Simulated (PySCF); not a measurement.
Run record for `C=Cc1cncs1`: KT3/aug-pcSseg-1, full TDDFT, 12 singlets.

Method: TDDFT KT3/aug-pcSseg-1, vertical, gas phase, core orbitals frozen in the response (PySCF 2.14.0, density-fitted response routines). Geometry: GFN2-xTB. A driver script takes a list of jobs; this job's settings line and coordinates (Å) are shown.

Command:
```bash
OMP_NUM_THREADS=1 python probes_run.py task.json out
```

Input:
```
{"job": {"kind": "uv", "xc": "KT3", "basis": "aug-pcSseg-1", "nstates": 12, "ntriplets": 0, "tda": false}, "charge": 0, "multiplicity": 1}
C     -2.155020    -0.914447     0.281474
C     -1.378546     0.164053     0.288100
C      0.033149     0.161589     0.014814
C      0.884459     1.238063     0.008086
N      2.173304     0.969468    -0.280410
C      2.357348    -0.280445    -0.499588
S      0.940206    -1.272527    -0.371213
H     -1.758694    -1.892712     0.062510
H     -3.207694    -0.854247     0.494002
H     -1.789903     1.140748     0.509987
H      0.596692     2.253341     0.212819
H      3.305896    -0.713570    -0.746611
```

Output:
```
coarse grid: 11216 points
cycle   1  E = -653.1773481947  dE =  1.101e+00  |g| = 4.824e-01  |ddm| = 8.055e+00
cycle   2  E = -652.9772600705  dE =  2.001e-01  |g| = 9.743e-01  |ddm| = 3.089e+00
cycle   3  E = -653.2270587838  dE = -2.498e-01  |g| = 2.437e-01  |ddm| = 2.600e+00
cycle   4  E = -653.2416798203  dE = -1.462e-02  |g| = 6.692e-02  |ddm| = 7.223e-01
cycle   5  E = -653.2424013970  dE = -7.216e-04  |g| = 4.381e-02  |ddm| = 2.471e-01
cycle   6  E = -653.2429544185  dE = -5.530e-04  |g| = 1.366e-02  |ddm| = 1.036e-01
cycle   7  E = -653.2430008262  dE = -4.641e-05  |g| = 5.170e-03  |ddm| = 4.099e-02
cycle   8  E = -653.2430079092  dE = -7.083e-06  |g| = 1.632e-03  |ddm| = 1.741e-02
final grid: 105640 points
cycle   9  E = -653.2586313250  dE = -2.357e-04  |g| = 8.994e-03  |ddm| = 5.027e-01
cycle  10  E = -653.2585563440  dE =  7.498e-05  |g| = 1.761e-02  |ddm| = 5.389e-02
cycle  11  E = -653.2586372109  dE = -8.087e-05  |g| = 5.223e-03  |ddm| = 4.963e-02
cycle  12  E = -653.2586444875  dE = -7.277e-06  |g| = 1.934e-03  |ddm| = 1.471e-02
cycle  13  E = -653.2586455011  dE = -1.014e-06  |g| = 4.716e-04  |ddm| = 4.415e-03
cycle  14  E = -653.2586455655  dE = -6.439e-08  |g| = 1.169e-04  |ddm| = 1.385e-03
cycle  15  E = -653.2586455687  dE = -3.227e-09  |g| = 5.307e-05  |ddm| = 5.493e-04
cycle  16  E = -653.2586455693  dE = -6.178e-10  |g| = 2.399e-05  |ddm| = 1.783e-04
converged SCF energy = -653.2586455693

Static polarisability (au): isotropic 89.067, principal 52.702 87.333 127.166

Singlet excitations
state   eV       nm        f      main configurations
  1   4.3418    285.6   0.27135   H->L 0.93
  2   4.4112    281.1   0.00002   H-1->L 1.00
  3   4.9532    250.3   0.00059   H->L+1 1.00
  4   5.0878    243.7   0.01296   H-2->L 0.89
  5   5.1951    238.7   0.00610   H->L+2 1.00
  6   5.5406    223.8   0.00372   H->L+4 1.00
  7   5.5712    222.5   0.05188   H->L+3 0.65, H-3->L 0.27
  8   5.6886    218.0   0.00149   H->L+5 1.00
  9   5.9723    207.6   0.00557   H-1->L+1 0.67, H->L+6 0.22
 10   6.0532    204.8   0.00432   H->L+7 1.00
 11   6.0888    203.6   0.01606   H->L+6 0.49, H-1->L+1 0.17, H-1->L+2 0.17
 12   6.2077    199.7   0.00135   H-2->L+1 0.99
```

The SCF starts on a coarse grid where the log names one; the energy can jump when the final grid takes over, and dE then counts from the start density on the new grid. H and L stand for HOMO and LUMO; the number after each pair is its weight.

Question: Give the mean polarisability as a volume in Å³, and the ratio of the largest to the smallest principal value.

Answer: 89.067 au × 0.148185 = 13.20 Å³; 127.166/52.702 = 2.41.

Question: How does the lowest singlet excitation compare with the HOMO–LUMO gap?

Answer: HOMO -5.79 eV and LUMO -2.40 eV give a gap of 3.39 eV; S1 at 4.34 eV lies 0.95 eV above it.

In short: SCF converged in 16 cycles with 234 basis and 798 fitting functions; HOMO -5.79 eV, LUMO -2.40 eV; lowest singlet 4.34 eV; mean polarisability 89.1 au.

Time: 41 s; peak memory 0.70 GiB. Hardware: Intel Xeon Platinum 8488C, one thread, shared host with 96 logical CPUs at a one-minute load of 20.

Conformer computed: `[CH2:1]=[CH:2][c:3]1[cH:4][n:5][cH:6][s:7]1`: C1–C2–C3–C4 180°.

One conformer stands for the species.
